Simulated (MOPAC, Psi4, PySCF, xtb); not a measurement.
Relaxed torsion scan: SMILES FB(F)B(F)F (B2F4). Scanned: dihedral F1–B2–B4–F5; all other coordinates were relaxed at GFN2-xTB. Points at φ and −φ are mirror images.

Atom numbering (GFN2-xTB optimised geometry, Å):
```
6

F     -1.5069    -0.9347     0.7619
B     -0.8542    -0.0894    -0.0068
F     -1.6555     0.6033    -0.7874
B      0.8542     0.0893     0.0069
F      1.6684    -0.6075    -0.7564
F      1.4940     0.9390     0.7817
```

Methods: GFN1-xTB // GFN2-xTB (xtb); PM3, restricted, heats of formation // GFN2-xTB (MOPAC); PM6, restricted, heats of formation // GFN2-xTB (MOPAC); RKS-B3LYP/6-311+G** = restricted B3LYP/6-311+G**, spherical d, density fitting // GFN2-xTB run with PySCF; RKS-B3LYP/6-31G* = restricted B3LYP/6-31G*, spherical d // GFN2-xTB (PySCF 2.14.0); MP2/cc-pVTZ = DF-MP2 (frozen core)/cc-pVTZ // GFN2-xTB (Psi4).

Energies in kcal/mol, each method relative to its own lowest point.

```json
[
 {"φ / °": "-150", "GFN1-xTB": "0.2", "PM3": "1.3", "PM6": "1.3", "RKS-B3LYP/6-311+G**": "0.1", "RKS-B3LYP/6-31G*": "0.1", "MP2/cc-pVTZ": "0.1"},
 {"φ / °": "-120", "GFN1-xTB": "0.1", "PM3": "0.4", "PM6": "0.4", "RKS-B3LYP/6-311+G**": "0.1", "RKS-B3LYP/6-31G*": "0.0", "MP2/cc-pVTZ": "0.0"},
 {"φ / °": "-90", "GFN1-xTB": "0.0", "PM3": "0.0", "PM6": "0.0", "RKS-B3LYP/6-311+G**": "0.0", "RKS-B3LYP/6-31G*": "0.0", "MP2/cc-pVTZ": "0.0"},
 {"φ / °": "-60", "GFN1-xTB": "0.1", "PM3": "0.4", "PM6": "0.4", "RKS-B3LYP/6-311+G**": "0.1", "RKS-B3LYP/6-31G*": "0.0", "MP2/cc-pVTZ": "0.0"},
 {"φ / °": "-30", "GFN1-xTB": "0.2", "PM3": "1.3", "PM6": "1.3", "RKS-B3LYP/6-311+G**": "0.1", "RKS-B3LYP/6-31G*": "0.1", "MP2/cc-pVTZ": "0.1"},
 {"φ / °": "0", "GFN1-xTB": "0.3", "PM3": "1.7", "PM6": "1.8", "RKS-B3LYP/6-311+G**": "0.1", "RKS-B3LYP/6-31G*": "0.1", "MP2/cc-pVTZ": "0.1"},
 {"φ / °": "30", "GFN1-xTB": "0.2", "PM3": "1.3", "PM6": "1.3", "RKS-B3LYP/6-311+G**": "0.1", "RKS-B3LYP/6-31G*": "0.1", "MP2/cc-pVTZ": "0.1"},
 {"φ / °": "60", "GFN1-xTB": "0.1", "PM3": "0.4", "PM6": "0.4", "RKS-B3LYP/6-311+G**": "0.1", "RKS-B3LYP/6-31G*": "0.0", "MP2/cc-pVTZ": "0.0"},
 {"φ / °": "90", "GFN1-xTB": "0.0", "PM3": "0.0", "PM6": "0.0", "RKS-B3LYP/6-311+G**": "0.0", "RKS-B3LYP/6-31G*": "0.0", "MP2/cc-pVTZ": "0.0"},
 {"φ / °": "120", "GFN1-xTB": "0.1", "PM3": "0.4", "PM6": "0.4", "RKS-B3LYP/6-311+G**": "0.1", "RKS-B3LYP/6-31G*": "0.0", "MP2/cc-pVTZ": "0.0"},
 {"φ / °": "150", "GFN1-xTB": "0.2", "PM3": "1.3", "PM6": "1.3", "RKS-B3LYP/6-311+G**": "0.1", "RKS-B3LYP/6-31G*": "0.1", "MP2/cc-pVTZ": "0.1"},
 {"φ / °": "180", "GFN1-xTB": "0.3", "PM3": "1.7", "PM6": "1.8", "RKS-B3LYP/6-311+G**": "0.1", "RKS-B3LYP/6-31G*": "0.1", "MP2/cc-pVTZ": "0.1"}
]
```

Root-mean-square difference from the MP2/cc-pVTZ profile, itself a level with limits, after the best constant shift (kcal/mol): GFN1-xTB 0.1, PM3 0.6, PM6 0.6, RKS-B3LYP/6-311+G** 0.0, RKS-B3LYP/6-31G* 0.0.
